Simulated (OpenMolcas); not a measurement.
An OpenMolcas run meant for Xe⁶⁺ (ANO-RCC-VTZP, DKH2; inactive shells 1s 2s 2p 3s 3p 3d 4s 4p 4d; intended active space 2 electrons in 4 orbitals (5s 5p)). One step of its input:

```
&CASPT2
Multistate=3 1 2 3
Frozen=9 9
IPEA=0.25
Imaginary=3.0
MaxIter=60
WThr=0.0 0.3 0.05
PrWF=0.5
NoMix
```

The run finished. Its levels beside those of a sound run (SS-CASPT2, IPEA 0.25 Eh, imaginary shift 0.1 Eh (closed shells correlated: 4d)), in cm⁻¹ above each run's lowest level:

| Level | This run | Usual run |
| --- | --- | --- |
| 5s² ¹S₀ | 0.0 | 0.0 |
| 5s 5p ³P°₀ | 96884 | 96755 |
| 5s 5p ³P°₁ | 100975 | 100740 |
| 5s 5p ³P°₂ | 112601 | 112472 |
| 5s 5p ¹P°₁ | 145036 | 141281 |
| 5p² ³P₀ | 226108 | 225172 |
| 5p² ³P₁ | 235390 | 234765 |
| 5p² ¹S₀ | 278269 | 274353 |

Task: Which setting is unsound, and how much does it matter here?

Result: The level shift is far above the usual 0.1 to 0.3 hartree and damps the second-order energy. Against the sound run the excited levels shown move by 1400 cm-1 on average and by 3900 cm-1 at most.

Over all roots computed the reference weight is 0.90 to 0.96 in the sound run; the roots of lowest weight are the least certain, and an intruder state may touch them. The ¹D term of p² mixes with s d, which this space lacks. Only configurations of the active space appear.

° marks odd parity.
